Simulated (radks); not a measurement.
Spherical quantum dot in the effective-mass picture: electrons in a parabolic well V = omega^2 r^2 / 2 with omega = 0.297, with a point charge +1 (a donor) at the centre, all in effective atomic units (hartree* = m*/eps^2 hartree, bohr* = eps/m* bohr), one dielectric constant everywhere. Method: non-relativistic Kohn-Sham, exchange-only LDA, spin-polarised, spherical densities; computed with a radial shooting solver with Libxc functionals. Levels are named by radial order and angular momentum (1s, 1p, 1d, 2s, ...), and open shells are averaged over m. Results are scaled to m* = 0.205 and eps = 13.6, for which hartree* = 30.16 meV and bohr* = 3.511 nm.

N = 15, configuration 1s2 1p6 1d(up 5, down 0) 2s2. This is the lowest configuration that the search found. Occupied and some empty levels:

level    occupation  eigenvalue (meV)  <r> (nm)
1s up             1            107.67     9.418
1s down           1            108.47     8.346
1p up             3            112.38     14.52
1p down           3            114.10     14.27
2s up             1            114.86     12.61
2s down           1            116.08     13.34
1d up             5            116.41     16.25
1d down           0            118.27     16.25
1f up             0            121.04     17.58
1f down           0            122.89     17.70
2p up             0            123.23     15.03
2p down           0            124.39     15.09
1g up             0            126.19     18.73
1g down           0            127.97     18.91

Energy (meV): total 985.138, kinetic 109.46, external 211.84, Hartree 753.24, exchange-correlation -89.402.
